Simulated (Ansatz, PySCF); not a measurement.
C₃H₈N₂Si, SMILES C[Si@]1(N)C=NC1. Atoms are numbered in the order given.

```xyz
14

C      1.9314    -0.6826     0.0946
Si     0.3030     0.2376     0.0122
N      0.6655     1.9184     0.0667
C     -1.1072    -0.5887     0.9742
N     -1.7335    -1.0127    -0.0672
C     -1.0005    -0.4257    -1.2156
H      1.7621    -1.7672     0.0242
H      2.5932    -0.3807    -0.7324
H      2.4546    -0.4827     1.0433
H     -0.0514     2.6329     0.0794
H      1.5542     2.2659     0.4048
H     -1.4638    -0.8543     1.9815
H     -0.7303    -1.1892    -1.9643
H     -1.6322     0.3181    -1.7291
```
Charge 0, spin multiplicity 1.

Geometry optimised at PBE0-D3(BJ)/def2-SVP. The structure was generated by enumeration; whether it is a known compound was not checked. One conformer was computed; it need not be the lowest.

Two levels are set side by side: PBE-D3(BJ)/def2-SVP (Ansatz, an electronic-structure program) and PBE0-D3(BJ)/def2-SVP (Ansatz). Each level has its own optimised geometry; the coordinates shown are those of the second. Frequencies come from the Hessian of PySCF at each geometry. Differences are taken from unrounded values.

| quantity | PBE0-D3(BJ) |
|---|---|
| mean bond length (Å) | 1.343 |
| bond C1–Si2 (Å) | 1.872 |
| bond Si2–N3 (Å) | 1.720 |
| bond Si2–C4 (Å) | 1.896 |
| bond Si2–C6 (Å) | 1.910 |
| bond C4–N5 (Å) | 1.287 |
| bond N5–C6 (Å) | 1.484 |
| bond C1–H7 (Å) | 1.100 |
| bond C1–H8 (Å) | 1.101 |
| bond C1–H9 (Å) | 1.102 |
| bond N3–H10 (Å) | 1.012 |
| bond N3–H11 (Å) | 1.012 |
| bond C4–H12 (Å) | 1.101 |
| bond C6–H13 (Å) | 1.103 |
| bond C6–H14 (Å) | 1.103 |
| highest harmonic wavenumber (cm⁻¹) | 3728 |
| mean harmonic wavenumber (cm⁻¹) | 1355 |
| zero-point energy (kcal/mol) | 69.76 |

What does PBE-D3(BJ) give, and how far is it from PBE0-D3(BJ)? (Estimate from the structure and the level; the computed values follow.)


| quantity | PBE-D3(BJ) | PBE-D3(BJ) minus PBE0-D3(BJ) |
|---|---|---|
| mean bond length (Å) | 1.354 | 0.011 |
| bond C1–Si2 (Å) | 1.885 | 0.013 |
| bond Si2–N3 (Å) | 1.738 | 0.018 |
| bond Si2–C4 (Å) | 1.912 | 0.015 |
| bond Si2–C6 (Å) | 1.924 | 0.014 |
| bond C4–N5 (Å) | 1.301 | 0.013 |
| bond N5–C6 (Å) | 1.497 | 0.014 |
| bond C1–H7 (Å) | 1.108 | 0.008 |
| bond C1–H8 (Å) | 1.109 | 0.008 |
| bond C1–H9 (Å) | 1.110 | 0.008 |
| bond N3–H10 (Å) | 1.022 | 0.010 |
| bond N3–H11 (Å) | 1.022 | 0.010 |
| bond C4–H12 (Å) | 1.110 | 0.009 |
| bond C6–H13 (Å) | 1.111 | 0.008 |
| bond C6–H14 (Å) | 1.111 | 0.008 |
| highest harmonic wavenumber (cm⁻¹) | 3593 | -136 |
| mean harmonic wavenumber (cm⁻¹) | 1310 | -46 |
| zero-point energy (kcal/mol) | 67.40 | -2.36 |

GGA bonds tend to be longer and softer than those of functionals with exact exchange. Differences between two approximate levels are no errors against the true value.
